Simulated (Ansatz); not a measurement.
Correlation energies of `C[B@-]1(F)[F+][B@-](C)(F)[F+]1` by basis set

Cartesian coordinates in Å:
```
C -0.7492 -1.3075 -1.8261
B -0.8914 -0.3557 -0.6036
F -2.0674 0.1052 -0.1889
F -0.1028 -0.8439 0.6459
B 0.8911 0.3554 0.6038
C 0.7494 1.3076 1.8261
F 2.0669 -0.1059 0.1890
F 0.1024 0.8437 -0.6455
H 0.2887 -1.5824 -2.0199
H -1.3217 -2.2236 -1.6598
H -1.1518 -0.8316 -2.7240
H 1.3183 2.2255 1.6571
H -0.2888 1.5794 2.0226
H 1.1562 0.8339 2.7232
```

Total charge 0; spin multiplicity 1. All single points use the PBE0-D4/def2-TZVP geometry. Frozen core, restricted reference, Ansatz 0.2.0.

```csv
basis,HF (Eh),MP2 corr.,CCSD corr.,(T),CCSD(T) total
def2-SVP,-526.19467,-1.20257,-1.25030,?,?
def2-TZVPP,-526.83529,?,–,–,–
def2-QZVPP,?,?,–,–,–
```

Fill in the withheld values. (An estimate is asked.)

Ansatz gave: def2-SVP (T): -0.02636; def2-SVP CCSD(T) total: -527.47133; def2-TZVPP MP2 corr.: -1.55759; def2-QZVPP HF (Eh): -526.85844; def2-QZVPP MP2 corr.: -1.68932.
